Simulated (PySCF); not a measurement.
**H4TeS, singlet: structure and spectrum**

These are results of PBE0/[Te def2-TZVP with ECP28, S def2-TZVP, H def2-TZVP], scalar-relativistic core potentials, density fitting, no spin–orbit coupling, PySCF, not measurements.

The structure is a saddle point with 1 imaginary mode.

Z-matrix (Å, degrees; charge 0 multiplicity 1):
```
Te
S  1 2.2282
H  1 1.7256 2 107.93
H  1 1.7256 2 107.93 3 -90.00
H  1 1.7256 2 107.93 3 180.00
H  1 1.7256 2 107.93 3 90.00
```

* Point group: C4v
* Bond lengths: Te–H 1.726 Å (×4), Te–S 2.228 Å
* Bond angles: H–Te–H 84.6° (×4), H–Te–H 144.1° (×2), H–Te–S 107.9° (×4)
* Zero-point energy (real modes): 77.7 kJ/mol
* Principal polarisabilities: 54.7, 54.7, 73.7 bohr³
* Highest occupied level: -6.97 eV
* Principal quadrupole moments (Buckingham, traceless) about the centre of mass: -1.02, 0.51, 0.51 D Å
* Rotational constants: 1.551, 0.1235, 0.1235 cm⁻¹
* Dipole moment: 3.59 D
* Atomisation energy without zero-point energy: 930 kJ/mol
* Lowest empty level: -2.18 eV

Harmonic modes (masses in u: Te 129.906, S 31.972, H 1.008):
```csv
symmetry,ω (cm⁻¹),"IR (km/mol, summed over degenerate members)",type
b1,385i,–,bend
a1,455,22.5,stretch
e,511,3.6,bend
a1,854,234,bend
e,1062,303,bend
b2,1280,0.0,bend
b1,1743,0.0,stretch
e,1797,594,stretch
a1,1927,57.4,stretch
```

In C4v the vibrations span 2b1 + 3a1 + 3e + b2. The b1, b2 modes carry no infrared intensity, as symmetry demands.

Charges (e):
| atom | Mulliken | Löwdin | polar tensor | Mayer order to Te1 |
| --- | --- | --- | --- | --- |
| Te1 | 0.45 | 0.47 | 1.63 | – |
| S2 | -0.46 | -0.30 | -0.47 | 1.63 |
| H3,4,5,6 | 0.00 | -0.04 | -0.29 | 0.78 |

Mulliken populations on Te1 (electrons outside its core potential): s 3.64, p 9.20, d 10.64, f 0.07.

Other isomers or separated fragments may lie lower. At this level a singlet minimum of C2v symmetry lies 13 kJ/mol below this structure.

The final relaxation and frequency run took roughly 100 core-seconds on a shared host.
